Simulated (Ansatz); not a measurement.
Consider the formal exchange of groups at the Se–Al bond: `C[Se][AlH][OH]` + `ClBCl` → `C[Se]B(Cl)Cl` + `[OH][AlH2]`.

Isolated molecules relaxed with PBE0-D4/def2-TZVP in Ansatz; ΔE leaves out vibrations. CCSD(T)/CBS adds triple-zeta CCSD(T) − MP2 to the extrapolated MP2 energy (def2 sets, frozen cores). This one scheme is used for every species. Functionals use def2-TZVPP. For Se outer-core shells are correlated without core-valence functions, which leaves a few kJ/mol of doubt a bond. Scalar relativity is left out up to krypton. One conformer a species, not always the lowest.

| level | ΔE (kJ/mol) | difference from CCSD(T)/CBS |
| --- | --- | --- |
| PBE-D4 | 42.0 | -6.1 |
| PBE0-D4 | 46.9 | -1.2 |
| ωB97M-V | 48.8 | 0.7 |
| B2PLYP | 50.4 | 2.3 |
| PBE | 46.3 | -1.8 |
| HF/def2-TZVPP | 67.9 | 19.8 |
| SCS-MP2/def2-TZVPP | 45.7 | -2.4 |
| HF/def2-QZVPP | 68.1 | 20.0 |
| SCS-MP2/def2-QZVPP | 46.6 | -1.5 |
| HF/CBS(def2) | 68.1 | 20.0 |
| CCSD(T)/CBS | 48.1 | 0 |

Largest T1 diagnostic among the species: 0.012.

From PBE to PBE0 (25 % exact exchange), in def2-TZVPP and without D4, ΔE moves by +4.3 kJ/mol. The D4 term adds −7.3 kJ/mol with B3LYP and −3.7 kJ/mol with PBE0; it sums over pairs of atoms, weighted by their polarisabilities, and B3LYP, whose exchange is more repulsive, gets the larger term.

B3LYP here is the variant with VWN-RPA as its local correlation; programs differ in this.
